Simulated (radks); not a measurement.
Q: Species: Hg7+. Configuration: [Xe] 4f14 5d5 (the NIST ground configuration). All-electron calculation, scalar-relativistic Kohn-Sham, SCAN, spin-polarised, spherical densities, finite nucleus; open shells are filled with parallel spins first (spin-orbit coupling, left out, can overturn this in heavy ions); meta-GGA in the generalised Kohn-Sham scheme; Fermi nuclear charge, rms radius 5.4648 fm. Program: a radial shooting solver on a logarithmic mesh with Libxc functionals. Some entries of the table are withheld. Estimate them.

| orbital | occ. | eigenvalue (hartree) | <r^2> (bohr^2) | <1/r> (bohr^-1) |
|---|---|---|---|---|
| 1s up | 1 | -3062.902 | 0.0003810 | 97.53 |
| 1s down | 1 | -3062.901 | 0.0003810 | 97.53 |
| 2s up | 1 | -547.2412 | 0.005792 | 22.91 |
| 2s down | 1 | -547.2261 | 0.005792 | 22.91 |
| 2p up | 3 | -472.4069 | 0.004897 | 20.29 |
| 2p down | 3 | -472.3918 | 0.004897 | 20.29 |
| 3s up | 1 | -133.3763 | 0.03727 | 8.498 |
| 3s down | 1 | -133.3699 | 0.03727 | 8.498 |
| 3p up | 3 | -111.6326 | 0.03845 | 7.726 |
| 3p down | 3 | -111.6243 | 0.03844 | 7.726 |
| 3d up | 5 | -88.69221 | 0.03191 | 7.256 |
| 3d down | 5 | -88.67725 | 0.03191 | 7.256 |
| 4s up | 1 | -32.66600 | 0.1795 | 3.642 |
| 4s down | 1 | -32.63782 | 0.1795 | 3.640 |
| 4p up | 3 | -25.50133 | 0.2051 | 3.288 |
| 4p down | 3 | -25.47501 | 0.2049 | 3.287 |
| 4d up | 5 | -16.96547 | 0.2324 | 2.949 |
| 4d down | 5 | -16.93429 | 0.2318 | 2.951 |
| 5s up | 1 | -8.37109 | 0.8894 | 1.515 |
| 5s down | 1 | -8.18311 | 0.8754 | 1.531 |
| 4f up | 7 | -7.53705 | (1) | (2) |
| 4f down | 7 | -7.49650 | (3) | (4) |
| 5p up | 3 | -6.39027 | (5) | 1.319 |
| 5p down | 3 | -6.17247 | (6) | 1.334 |
| 5d up | 5 | -4.01572 | 1.689 | 1.059 |

A: 
(1) 4f up <r^2> (bohr^2): 0.2787
(2) 4f up <1/r> (bohr^-1): 2.538
(3) 4f down <r^2> (bohr^2): 0.2747
(4) 4f down <1/r> (bohr^-1): 2.547
(5) 5p up <r^2> (bohr^2): 1.129
(6) 5p down <r^2> (bohr^2): 1.111
